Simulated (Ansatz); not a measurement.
Mulliken charges of CH₄BrFGe, SMILES `F[CH2][GeH2][Br]` from B3LYP/def2-TZVPP in Ansatz (PBE0-D4/def2-TZVP geometry).

```
atom   x (Å)   y (Å)   z (Å)  charge (e)
  F1  -1.052   1.628   0.642      -0.241
  C2   0.051   0.791   0.683      -0.013
 Ge3  -0.164  -0.642  -0.652       0.304
 Br4   1.745  -1.935  -0.452      -0.311
  H5   0.136   0.364   1.685       0.114
  H6   0.948   1.376   0.468       0.114
  H7  -0.205  -0.096  -2.084       0.016
  H8  -1.367  -1.542  -0.346       0.016
```

By hand: the dipole of these point charges (1 e Å = 4.8032 D).

Σ q r = (-0.241, 0.176, -0.015) e Å, of length 0.299 e Å = 1.44 D.

How does the dipole of the full density compare? (Estimate.)

Ansatz gave: (-0.057, 0.072, 0.022) e Å, 0.45 D; the point charges give 3.20 times that, at 22° from its direction.

Point charges leave out the atoms' own dipoles, such as those of lone pairs, and Mulliken's split depends on the basis, so the two needn't agree.

B3LYP here is the variant with VWN-RPA as its local correlation; programs differ in this.
